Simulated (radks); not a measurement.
Values are calculated unless marked as measured or tabulated.
Task: Hg3+, 77 electrons, occupied as [Xe] 4f14 5d9. Code: a radial shooting solver on a logarithmic mesh with Libxc functionals. Model: scalar-relativistic Kohn-Sham, Slater X-alpha with alpha = 0.907, spin-polarised, spherical densities, point nucleus; open shells are filled with parallel spins first (spin-orbit coupling, left out, can overturn this in heavy ions). Some entries of the table are withheld. Estimate them.

orbital  occ.  eigenvalue (eV)  <r^2> (bohr^2)
1s up       1        -83458.35       0.0003799
1s down     1        -83458.35       0.0003799
2s up       1        -14867.96        0.005772
2s down     1        -14867.84        0.005772
2p up       3        -12840.93        0.004874
2p down     3        -12840.83        0.004874
3s up       1        -3569.073         0.03712
3s down     1        -3569.012         0.03712
3p up       3        -2982.512         0.03821
3p down     3        -2982.447         0.03821
3d up       5        -2365.725         0.03158
3d down     5        -2365.632         0.03158
4s up       1        -819.3424          0.1782
4s down     1        -819.2151          0.1782
4p up       3        -626.3544          0.2034
4p down     3        -626.2247          0.2034
4d up       5        -397.2202          0.2290
4d down     5        -397.0652          0.2289
5s up       1        -159.4053          0.8903
5s down     1        -158.5544          0.8880
4f up       7        -142.2104          0.2712
4f down     7        -142.0043          0.2704
5p up       3        -106.6803             (1)
5p down     3        -105.6791             (2)
5d up       5         -47.0608           2.068
5d down     4         -45.9752           2.080

Result: 
(1) 5p up <r^2> (bohr^2): 1.173
(2) 5p down <r^2> (bohr^2): 1.170
